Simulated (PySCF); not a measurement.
## Bonding in cyclohexanecarbonitrile

Cyclohexanecarbonitrile, C7H11N.
Atom-mapped SMILES: `[N:1]#[C:2][CH:3]1[CH2:4][CH2:5][CH2:6][CH2:7][CH2:8]1` (hydrogens: H9 on C3; H10, H11 on C4; H12, H13 on C5; H14, H15 on C6; H16, H17 on C7; H18, H19 on C8)

Structure used (GFN2-xTB), in Å, numbered top down from 1:
```
atom  x, y, z in Å
N1     2.3152    0.5403   -1.9519
C2     1.8599    0.4063   -0.9115
C3     1.2847    0.2376    0.4025
C4     0.2042    1.3023    0.6443
C5    -0.9745    1.0989   -0.3030
C6    -1.5579   -0.3014   -0.1389
C7    -0.4894   -1.3572   -0.4062
C8     0.6934   -1.1734    0.5399
H9     2.0964    0.3668    1.1302
H10   -0.1370    1.2211    1.6794
H11    0.6306    2.2984    0.5045
H12   -1.7413    1.8490   -0.0993
H13   -0.6358    1.2339   -1.3330
H14   -1.9394   -0.4195    0.8787
H15   -2.3939   -0.4369   -0.8272
H16   -0.1412   -1.2700   -1.4380
H17   -0.9107   -2.3561   -0.2767
H18    1.4631   -1.9186    0.3262
H19    0.3639   -1.3121    1.5725
```

Bond orders from the PBE0/pcSseg-1 density (PySCF). Geometry: GFN2-xTB, one conformer, isolated molecule.

Problem. How far do the computed orders between heavy atoms stray from the drawn ones?

Solution. The largest departure is 0.045, at N1–C2 (drawn triple, 3.045).

Problem. Give the Mayer order of every bond between heavy atoms, beside its length.

Solution. 
```json
{"bond": "N1–C2", "drawn as": "triple", "length (Å)": "1.144", "Mayer order": "3.045"}
{"bond": "C2–C3", "drawn as": "single", "length (Å)": "1.444", "Mayer order": "0.960"}
{"bond": "C3–C4", "drawn as": "single", "length (Å)": "1.536", "Mayer order": "1.009"}
{"bond": "C4–C5", "drawn as": "single", "length (Å)": "1.526", "Mayer order": "1.030"}
{"bond": "C5–C6", "drawn as": "single", "length (Å)": "1.526", "Mayer order": "1.035"}
{"bond": "C6–C7", "drawn as": "single", "length (Å)": "1.526", "Mayer order": "1.035"}
{"bond": "C7–C8", "drawn as": "single", "length (Å)": "1.526", "Mayer order": "1.030"}
{"bond": "C8–C3", "drawn as": "single", "length (Å)": "1.536", "Mayer order": "1.009"}
```

Bonds between the same two heavy elements. C–C: lowest C2–C3 (0.960, 1.444 Å), highest C5–C6 and C6–C7 (1.035, 1.526 Å); in 6 of the 21 pairs the longer bond (by over 0.003 Å) has the higher order (by 0.02 or more). Bonds named together lie within 0.004.

Problem. And the bonds to hydrogen?

Solution. C–H: 0.93 to 0.95 (11 bonds).

Problem. Sum the orders of all bonds at each heavy atom with more than one neighbour and set the sums beside the valence in the SMILES.

Solution. C2 4.005 (drawn 4), C3 3.903 (drawn 4), C4 3.934 (drawn 4), C5 3.959 (drawn 4), C6 3.970 (drawn 4), C7 3.959 (drawn 4), C8 3.934 (drawn 4). Orders between atoms that aren't bonded are not in these sums.

The Mayer order sums products of elements of PS (density times overlap matrix) between the two atoms' basis functions, so it depends on the basis set.

These values come from a run that also computed NMR shieldings. The run took 30 s on Arm Neoverse V1, one thread, shared host.
